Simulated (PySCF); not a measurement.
# V⁺: excitation energy

V⁺ [Ar] 3d4 (5D) → V⁺ [Ar] 3d3 4p1 (high-spin determinant), as a difference of total energies. Computed with PySCF 2.14 in aug-cc-pVQZ-DK, with scalar relativity by spin-free X2C-1e. Correlated levels: valence: [Ar] frozen. The calculations carry no spin-orbit coupling.

| method | excitation energy (eV) |
| --- | --- |
| UHF | 3.454 |
| LDA | 4.874 |
| PBE | 4.548 |
| PBE0 | 4.427 |
| BHandHLYP | 4.200 |
| PBEsol | 4.671 |
| B97-3 | 4.312 |
| MP2 (valence) | 4.046 |
| SCS-MP2 (valence) | 3.651 |

Task: How much does correlation contribute at MP2 (valence)?

Result: 4.046 − (3.454) = 0.592 eV, measured against UHF.

A first-order spin-orbit estimate (lowest level to lowest level, LS coupling) adds -0.031 eV.

The determinant of the upper state mixes LS terms, which raises its energy above the lowest term, most at the Hartree-Fock and MP2 levels.
